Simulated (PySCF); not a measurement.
ethenyl(ethynyl)silane (C₄H₆Si), SMILES C#C[SiH2]C=C.

Geometry optimised at r2SCAN-D4/def2-SVP. Other conformers were not sampled.

Level of theory: PySCF with r2SCAN/def2-TZVP.

The molecule is in vacuum.

Computed frontier levels, gap, dipole moment and polarisability:
```json
{
 "highest_occupied_level": "-7.09 eV",
 "lowest_empty_level": "-1.51 eV",
 "orbital_gap": "5.58 eV",
 "dipole_moment": "0.79 D",
 "quadrupole, principal values (traceless, Buckingham form, about the centre of nuclear charge)": "-5.01, -2.40, 7.41 D·Å",
 "mean_static_polarisability": "72.3 bohr³ (10.71 Å³)",
 "polarisability_principal_values": "55.7, 61.4, 99.7 bohr³"
}
```
